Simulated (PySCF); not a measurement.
One of the candidates below gave these computed data.

All candidates are C6H7NS.

* Dipole: 0.87 D [PBE0/def2-SVPD]
* Rotational structure: rotational constants A, B, C: 4.190, 1.280, 1.062 GHz [GFN2-xTB]
* Polarisability: 91.9 au [PBE0/def2-SVPD]
* UV, first state: lowest singlet excitation: 5.33 eV (232 nm, f = 0.223) [TDDFT PBE0/def2-SVPD]
* Triplet: lowest triplet excitation (Tamm–Dancoff): 3.65 eV [TDA PBE0/def2-SVPD]

Gas-phase values; electronic properties from PySCF, density fitting. Levels stand in brackets. The structure is a single GFN2-xTB conformer in the gas phase; no vibrational or solvent corrections.

**Question.** Which candidate is it?
A. `CSc1ccccn1`
B. `Nc1ccccc1S`
C. `Nc1ccc(S)cc1`
D. `c1csc(C2CC2)n1`

**Answer.** D. It is `c1csc(C2CC2)n1`. Numbering: `[cH:1]1[cH:2][s:3][c:4]([CH:5]2[CH2:6][CH2:7]2)[n:8]1`. Its formula, C6H7NS, gives 4 degrees of unsaturation: 2 rings and 2 π bonds in the structure found (Kekulé form). S1 is mainly HOMO→LUMO (weight 0.95); the largest Löwdin shares of the orbital it empties are 0.24 on the aromatic CH next to a ring sulfur, 0.19 on the aromatic CH next to a ring nitrogen, 0.14 on the substituted aromatic carbon and 0.11 on the thiophene-type sulfur, of the orbital it fills 0.23 on the thiophene-type sulfur, 0.23 on the substituted aromatic carbon, 0.17 on the aromatic CH next to a ring sulfur and 0.13 on the pyridine-type nitrogen. The optimised geometry has point group Cs and is an asymmetric top.

The others, at the same levels:
- `CSc1ccccn1` fails: its computed lowest singlet excitation is 4.49 eV (276 nm, f = 0.035) (against 5.33 eV), static isotropic polarisability is 98.3 au (against 91.9 au) and smallest rotational constant is 0.982 GHz (against 1.062 GHz).
- `Nc1ccccc1S` fails: its computed lowest singlet excitation is 4.74 eV (261 nm, f = 0.065) (against 5.33 eV), static isotropic polarisability is 99.2 au (against 91.9 au) and rotational constant A is 2.959 GHz (against 4.190 GHz).
- `Nc1ccc(S)cc1` fails: its computed lowest singlet excitation is 4.26 eV (291 nm, f = 0.029) (against 5.33 eV), lowest triplet excitation (Tamm–Dancoff) is 3.44 eV (against 3.65 eV) and static isotropic polarisability is 102.0 au (against 91.9 au).

Each candidate is one conformer, not necessarily the lowest. Dipoles, sizes and rotational constants follow the conformer. The torsions of the flexible species, by atom-mapped SMILES:
- `[cH:1]1[cH:2][s:3][c:4]([CH:5]2[CH2:6][CH2:7]2)[n:8]1`: S3–C4–C5–C6 145°
- `[CH3:1][S:2][c:3]1[cH:4][cH:5][cH:6][cH:7][n:8]1`: C1–S2–C3–C4 180°
- `[NH2:1][c:2]1[cH:3][cH:4][cH:5][cH:6][c:7]1[SH:8]`: H–N1–C2–C3 -18°, H–N1–C2–C3 -153°, H–S8–C7–C6 -133°
- `[NH2:1][c:2]1[cH:3][cH:4][c:5]([SH:6])[cH:7][cH:8]1`: H–N1–C2–C3 22°, H–N1–C2–C3 162°, H–S6–C5–C4 1°
